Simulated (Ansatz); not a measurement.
Reaction (hydrogenolysis of a C–F bond): `F[CH2][GeH2][GeH3]` + H₂ → `[CH3][GeH2][GeH3]` + H–F

Isolated molecules relaxed with PBE0-D4/def2-TZVP in Ansatz; ΔE leaves out vibrations. CCSD(T)/CBS is the MP2 limit (def2-TZVPP, def2-QZVPP) plus CCSD(T) − MP2 in def2-TZVPP, frozen cores. This one scheme is used for every species. Functionals use def2-TZVPP. For Ge outer-core shells are correlated without core-valence functions, which leaves a few kJ/mol of doubt a bond. Scalar relativity is left out up to krypton. Each species was taken in one conformer, which may not be the lowest.

```tsv
level	ΔE (eV)
ωB97X-V	-1.26
HF/def2-TZVPP	-1.37
MP2/def2-TZVPP	-1.47
HF/CBS(def2)	-1.38
```

Task: What does CCSD(T)/CBS give? (An estimate is asked.)

Result: Computed: -1.42 eV. The listed levels differ from it by 0.16, 0.05, -0.05, 0.04 eV.

Largest T1 diagnostic among the species: 0.012.

From PBE to PBE0 (25 % exact exchange), in def2-TZVPP and without D4, ΔE moves by −0.10 eV.
